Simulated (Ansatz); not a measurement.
Reaction (redistribution): `[CH3][Ge]([OH])([OH])[OH]` + `[AlH2][BH][GeH3]` → `[CH3][Ge]([OH])([OH])[GeH3]` + `O[BH][AlH2]`

Isolated molecules relaxed with PBE0-D4/def2-TZVP in Ansatz; ΔE leaves out vibrations. CCSD(T)/CBS is the MP2 limit (def2-TZVPP, def2-QZVPP) plus CCSD(T) − MP2 in def2-TZVPP, frozen cores. DFT in def2-TZVPP. B3LYP here is the variant with VWN-RPA as its local correlation; programs differ in this. For Ge outer-core shells are correlated without core-valence functions, which leaves a few kJ/mol of doubt a bond. Scalar relativity is left out up to krypton. Each species was taken in one conformer, which may not be the lowest.

(1) Is it downhill or uphill in electronic energy at CCSD(T)/CBS, and by how much? (Estimate.)

(2) What do these levels give: PBE-D4, B3LYP-D4, ωB97X-V, ωB97M-V, B2PLYP, PBE, PBE0, B3LYP, CCSD/def2-TZVPP, HF/def2-QZVPP, MP2/def2-QZVPP, HF/CBS(def2)? (An estimate is asked.)

Largest T1 diagnostic among the species: 0.014.

## Answers

(1) The calculation gave: Downhill: ΔE = -96.6 kJ/mol.

(2) Ansatz gave: PBE-D4 -111.7, B3LYP-D4 -109.5, ωB97X-V -99.0, ωB97M-V -104.2, B2PLYP -104.5, PBE -111.3, PBE0 -105.0, B3LYP -108.8, CCSD/def2-TZVPP -94.2, HF/def2-QZVPP -86.5, MP2/def2-QZVPP -100.0, HF/CBS(def2) -86.6 kJ/mol.

In def2-TZVPP, CCSD(T) changes the Hartree–Fock value by −10.7 kJ/mol (the triples alone add −2.3 kJ/mol) and MP2 by −13.9 kJ/mol. From PBE to PBE0 (25 % exact exchange), in def2-TZVPP and without D4, ΔE moves by +6.3 kJ/mol.
